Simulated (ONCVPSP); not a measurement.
## PBE ONCV dataset for carbon (C), scalar-relativistic all-electron reference.

| Quantity | Value |
| --- | --- |
| Element | carbon |
| Generator | ONCVPSP 4.0.1 |
| Type | optimised norm-conserving Vanderbilt (ONCV) |
| Functional | PBE |
| Relativity | scalar-relativistic |
| Frozen core | [He] |
| Valence charge | 4 |
| Reference configuration | 2s2 2p1.5 (charge +0.5) |
| Partial waves | 2s: rc 1.35 bohr, ncon 4, nbas 7, qcut 4 1/bohr, 2 projectors, debl 0.4 Ha; 2p: rc 2.80 bohr, ncon 5, nbas 8, qcut 5.5 1/bohr, 2 projectors, debl 2 Ha; d scattering state at 0.33 Ha: rc 2.90 bohr, ncon 5, nbas 8, qcut 2.9 1/bohr, 2 projectors, debl 3.1 Ha |
| Local potential | polynomial inside 0.90 bohr (lpopt 2, dvloc0 0 Ha) |
| Core correction | none |

In the s channel the program set the typed energies aside and used -0.712, 0.250 Ha.

All-electron outer shells of the reference configuration (PBE, scalar-relativistic, ld1.x):

| shell | level (eV) | outermost node (bohr) | outermost maximum (bohr) |
| --- | --- | --- | --- |
| 1s | -280.20 | – | 0.17 |
| 2s | -19.38 | 0.38 | 1.20 |
| 2p | -10.72 | – | 1.16 |

(1) Estimate the cutoffs (Ha) at which the residual kinetic energy of the hardest occupied pseudo-wave falls to 1 and 0.1 mHa per electron.

(2) Does the potential have ghost states?

(3) Which valence shell sets the plane-wave cutoff?

(4) Tests: 2s2 2p2; 2s2 2p1; 2s2 2p0; 2s1 2p2. Which has the largest error in its energy relative to the reference configuration, and how large is it?

Results:

(1) 50 Ha and 66 Ha.

(2) No bound ghost flagged; GHOST(+) flagged for d at 398.3 eV.

(3) 2s: 50 Ha for 1 mHa per electron, against 10 Ha for 2p.

(4) 2s2 2p0, with +539 meV (all-electron minus pseudo) on +31.05 eV.
